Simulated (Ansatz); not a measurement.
Reaction (redistribution): `N[SiH](O)O` + `NB(O)C=O` → `O=C[SiH](O)O` + `NB(N)O`

Computed with Ansatz on PBE0-D4/def2-TZVP structures; ΔE is electronic, products minus reactants. CCSD(T)/CBS is the MP2 limit (def2-TZVPP, def2-QZVPP) plus CCSD(T) − MP2 in def2-TZVPP, frozen cores. This one scheme is used for every species. DFT in def2-TZVPP. B3LYP here is the variant with VWN-RPA as its local correlation; programs differ in this. HSE06 is defined as in plane-wave codes. Each species was taken in one conformer, which may not be the lowest.

`N[SiH](O)O`:

Z-matrix (Å, degrees):
```
Si
O 1 1.639
O 1 1.639 2 116.1
N 1 1.714 2 107.1 3 -119.6
H 1 1.475 2 104.4 3 114.2
H 2 0.959 1 117.1 3 74.9
H 3 0.959 1 117.0 2 -75.2
H 4 1.008 1 119.6 2 171.6
H 4 1.008 1 119.6 2 -46.2
```

`NB(O)C=O`:

Cartesian coordinates in Å:
```
N -0.876 -0.531 0.739
B 0.085 -0.212 -0.218
O 0.555 -1.017 -1.216
C 0.709 1.265 -0.137
O 0.366 2.060 0.709
H -1.364 -1.404 0.832
H -1.126 0.168 1.420
H 0.171 -1.896 -1.247
H 1.481 1.568 -0.882
```

`O=C[SiH](O)O`:

Z-matrix (Å, degrees):
```
Si
C 1 1.928
O 1 1.632 2 102.1
O 1 1.635 2 111.4 3 121.5
H 1 1.477 2 112.1 3 -121.2
O 2 1.212 1 118.0 3 -0.9
H 2 1.114 1 123.2 3 180.0
H 3 0.965 1 112.2 2 0.2
H 4 0.959 1 118.2 2 -71.1
```

`NB(N)O`:

Z-matrix (Å, degrees):
```
N
B 1 1.423
H 1 1.003 2 123.7
H 1 1.003 2 123.0 3 -179.9
N 2 1.415 1 121.8 3 179.9
O 2 1.383 1 121.9 3 -0.1
H 5 1.003 2 121.0 1 180.0
H 5 1.002 2 124.5 1 -0.1
H 6 0.957 2 113.8 1 -0.1
```

| level | ΔE (kJ/mol) | difference from CCSD(T)/CBS |
| --- | --- | --- |
| LDA (SPW92) | 8.8 | -4.2 |
| revPBE-D4 | 10.9 | -2.1 |
| BLYP-D4 | 12.1 | -0.9 |
| r2SCAN-D4 | 11.6 | -1.4 |
| B97M-V | 14.7 | 1.7 |
| PBE0-D4 | 9.9 | -3.1 |
| B3LYP-D4 | 11.5 | -1.5 |
| r2SCANh-D4 | 11.4 | -1.6 |
| r2SCAN0-D4 | 11.2 | -1.8 |
| HSE06-D4 | 9.9 | -3.1 |
| BHLYP-D4 | 11.5 | -1.5 |
| CAM-B3LYP-D4 | 11.5 | -1.5 |
| ωB97M-V | 11.7 | -1.3 |
| B2PLYP | 13.0 | 0.0 |
| PBE-QIDH | 11.8 | -1.2 |
| PBE | 10.0 | -3.0 |
| revPBE | 10.1 | -2.9 |
| BLYP | 11.5 | -1.5 |
| r2SCAN | 11.6 | -1.4 |
| PBE0 | 9.8 | -3.2 |
| B3LYP | 11.2 | -1.8 |
| r2SCANh | 11.4 | -1.6 |
| r2SCAN0 | 11.1 | -1.9 |
| HSE06 | 9.8 | -3.2 |
| BHLYP | 11.5 | -1.5 |
| CAM-B3LYP | 11.4 | -1.6 |
| RPA@PBE/def2-TZVPP | 14.7 | 1.7 |
| HF/def2-SVP | 6.5 | -6.5 |
| MP2/def2-SVP | 8.9 | -4.1 |
| CCSD/def2-SVP | 8.5 | -4.5 |
| CCSD(T)/def2-SVP | 8.7 | -4.3 |
| HF/def2-TZVPP | 11.2 | -1.8 |
| MP2/def2-TZVPP | 15.0 | 2.0 |
| SCS-MP2/def2-TZVPP | 15.0 | 2.0 |
| CCSD/def2-TZVPP | 14.1 | 1.1 |
| CCSD(T)/def2-TZVPP | 14.5 | 1.5 |
| SCS-MP2/def2-QZVPP | 14.1 | 1.1 |
| HF/CBS(def2) | 11.1 | -1.9 |
| MP2/CBS(def2) | 13.5 | 0.5 |
| CCSD/CBS(def2) | 12.7 | -0.3 |
| CCSD(T)/CBS | 13.0 | 0 |

**Question.** What do rigid-rotor, harmonic-oscillator terms from PBE0-D4/def2-TZVP frequencies (298.15 K, 1 bar) make of the CCSD(T)/CBS value? (An estimate is asked.)

**Answer.** The calculation gave: ΔZPE = -3.5 kJ/mol, ΔH = +11.9 kJ/mol, ΔS = 20 J/(mol·K), ΔG = +6.1 kJ/mol.

Largest T1 diagnostic among the species: 0.014.

In def2-TZVPP, CCSD(T) changes the Hartree–Fock value by +3.3 kJ/mol (the triples alone add +0.4 kJ/mol) and MP2 by +3.8 kJ/mol. At CCSD(T), def2-SVP lies −4.3 kJ/mol from the extrapolated value and def2-TZVPP +1.5 kJ/mol. Leaving LDA and LC-ωPBE aside and taking each functional with its dispersion term where it has one, the values spread over 4.8 kJ/mol, from HSE06-D4 to B97M-V.
